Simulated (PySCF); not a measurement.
# Structure from NMR data

An unknown has the formula C$_{7}$H$_{10}$NP. Its calculated NMR data are:

1H NMR (400 MHz, computed): δ 7.71 (m, 1H), 7.05 (m, 1H), 3.25 (m, 1H), 2.42 (m, 3H), 0.94 (m, 2H), 0.81 (m, 2H).

13C{1H} NMR (computed): δ 145.2 (CH), 138.2 (C), 122.0 (CH), 33.0 (CH), 18.4 (CH3), 8.8 (CH2).

Theory: KT3/pcSseg-1 with gauge-including orbitals, PBE0-D3(BJ)/def2-SVP structure, in PySCF 2.14.0 with density-fitted response routines (one computed conformer, relativity neglected, no solvent, rapidly exchanging positions averaged).

Shifts are taken against calculated references (same method and geometry level): 1H, 13C against TMS.

Propose a structure and justify it.

Answers


- 6 carbon signals for 7 carbons: some carbons are equivalent by symmetry or fast rotation.
- Carbon types of the structure: 1 × C, 3 × CH, 2 × CH2, 1 × CH3, which accounts for all hydrogens.
- δC 145.2, 122.0: aromatic CH next to a ring nitrogen.
- δC 138.2: substituted aromatic carbon.
- δC 33.0, 8.8: three-membered-ring carbon.
- δC 18.4: methyl carbon on an aromatic ring; saturated and bonded to C and H only.
- δH 7.71, 7.05: hydrogen on an aromatic CH next to a ring nitrogen; it sits in the deshielding region of the aromatic ring current.
- δH 3.25, 0.94, 0.81: hydrogen on a three-membered-ring carbon.
- δH 2.42: hydrogen on a methyl carbon on an aromatic ring; benzylic-type position, deshielded by the ring.

These data were computed for `Cc1cn(C2CC2)cp1`.

This is the structure that produced the data.

Splittings by 31P in the carbon and heteronuclear signals aren't shown, as no couplings were computed. Shifts are as computed, not scaled to solution data. Of 1309 compounds with measured shifts, 239 miss one by over three times the rms of a fit or turn the order of signals round; such compounds aren't used in these exercises. No couplings were computed; multiplicities are counted from neighbouring protons, with m where these are inequivalent, close in shift, in a saturated or five-membered ring or joined by F or P, and br s for small geminal =CH2 splittings.
